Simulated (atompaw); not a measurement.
An all-electron radial function and its pseudo partner (oxygen)

Columns: radius, all-electron u(r) and pseudo u(r) of the 2s shell (level -27.34 eV) of oxygen in the configuration [He] 2s2 2p3.75; LDA (PW92), scalar-relativistic, PAW (atompaw) scheme, atompaw 4.2.0.5.

```csv
r (bohr),all-electron,pseudo
0.052,-0.3443,0.1104
0.104,-0.4265,0.2193
0.156,-0.3638,0.3251
0.208,-0.2268,0.4264
0.260,-0.0579,0.5219
0.312,0.1174,0.6105
0.363,0.2815,0.6897
0.415,0.4330,0.7617
0.467,0.5646,0.8244
0.519,0.6753,0.8775
0.571,0.7653,0.9208
0.623,0.8359,0.9543
0.675,0.8889,0.9784
0.727,0.9263,0.9934
0.779,0.9500,1.0001
0.831,0.9621,0.9992
0.883,0.9644,0.9914
0.935,0.9585,0.9778
0.987,0.9459,0.9593
1.038,0.9283,0.9372
1.090,0.9060,0.9115
1.142,0.8804,0.8834
1.194,0.8523,0.8536
1.246,0.8223,0.8227
1.298,0.7910,0.7911
1.350,0.7590,0.7590
```

(1) How many radial nodes do the two functions have?

(2) Where does each function peak?

(3) Is the pseudo-wave norm-conserving?

Answers

(1) The all-electron 2s function has n − l − 1 = 1; the pseudo-wave has 0, since the states of the same l below it are removed with the core.

(2) Outermost all-electron maximum near 0.88 bohr, pseudo maximum near 0.78 bohr (to the table’s step).

(3) No, it belongs to a PAW set: the norm inside the radius is not constrained, and the difference is carried by the augmentation charge.
